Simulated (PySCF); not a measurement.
PySCF 2.14 output of an unrestricted revPBE calculation on a single atom or ion in aug-cc-pVTZ-DK (9s8p6d3f2g, 102 functions), with scalar relativity by spin-free X2C-1e:

```
SCF conv_tol = 1e-09
number electrons alpha = 21  beta = 18
    Y. Zhang and W. Yang.,  Phys. Rev. Lett. 80, 890 (1998)
    J. P. Perdew, K. Burke, and M. Ernzerhof.,  Phys. Rev. Lett. 77, 3865 (1996)
    J. P. Perdew, K. Burke, and M. Ernzerhof.,  Phys. Rev. Lett. 78, 1396 (1997)
cycle= 1 E= -3818.17269264761  delta_E= -0.00851  |g|= 0.0418  |ddm|= 0.716
cycle= 2 E= -3818.17288353671  delta_E= -0.000191  |g|= 0.0094  |ddm|= 0.0586
cycle= 3 E= -3818.17289428472  delta_E= -1.07e-05  |g|= 0.000314  |ddm|= 0.01
cycle= 4 E= -3818.17289431406  delta_E= -2.93e-08  |g|= 0.000197  |ddm|= 0.00137
cycle= 5 E= -3818.17289432379  delta_E= -9.72e-09  |g|= 3.03e-06  |ddm|= 0.000572
cycle= 6 E= -3818.1728943238  delta_E= -1.5e-11  |g|= 2.64e-07  |ddm|= 4.12e-06
converged SCF energy = -3818.1728943238  <S^2> = 3.7508356  2S+1 = 4.0004178
```

The run itself started from symmetry-adapted Hartree-Fock orbitals and held the occupation by maximum overlap, on a logarithmic radial grid, so the iterations belong to that start.

Question: Which element, charge and spin multiplicity is this?

Answer: Nb²⁺ (niobium, charge +2), multiplicity 4; the state was [Kr] 4d2 5s1, high-spin 4F determinant (an excited configuration).
